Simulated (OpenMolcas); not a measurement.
# Be+: terms and fine structure

```
Program             : OpenMolcas 26.06
Method              : CASSCF
Basis               : ANO-RCC-VTZP [4s3p2d1f]
Scalar Hamiltonian  : DKH2, point nucleus
Active space        : 1 electron in 4 orbitals (2s 2p)
State averaging     : 2S+1 = 2 even, 1 root; 2S+1 = 2 odd, 3 roots
Spin-orbit coupling : RASSI with atomic mean-field integrals over the reference wave functions, term energies averaged over their components
```

Spin-free terms above the lowest, with the occupations of the reference:

```json
{"Configuration": "2s", "Term": "²S", "E (cm⁻¹)": "0.0", "Occupations": "2s 1.00"}
{"Configuration": "2p", "Term": "²P°", "E (cm⁻¹)": "32867", "Occupations": "2p 1.00"}
```

With spin-orbit coupling, above the lowest level:

| Configuration | Term | J | E (cm⁻¹) | Measured (cm⁻¹) | Term weight % |
| --- | --- | --- | --- | --- | --- |
| 2s | ²S | 1/2 | 0.0 | 0.0 | 100 |
| 2p | ²P° | 1/2 | 32864 | 31929 | 100 |
| 2p | ²P° | 3/2 | 32869 | 31935 | 100 |

Against the 2 measured excited levels shown (NIST Handbook of Basic Atomic Spectroscopic Data) the mean absolute deviation is 930 cm-1; the largest miss in energy is 2p ²P°_1/2: computed 32864, measured 31929 cm⁻¹ (+2.9 %).

ANO sets are built for ground and valence states and can reach diffuse excited orbitals poorly. With one active electron the reference holds no correlation, so core polarisation is missing. Computed and measured levels are paired by configuration, term and J; levels that our copy of the source lacks, or whose pairing is in doubt (as where it misses far off the trend of its configuration), stay unpaired and out of the deviations. Only configurations of the active space appear.

The term weight is that of the spin-free term in the level, not the purity of its configuration. ° marks odd parity.
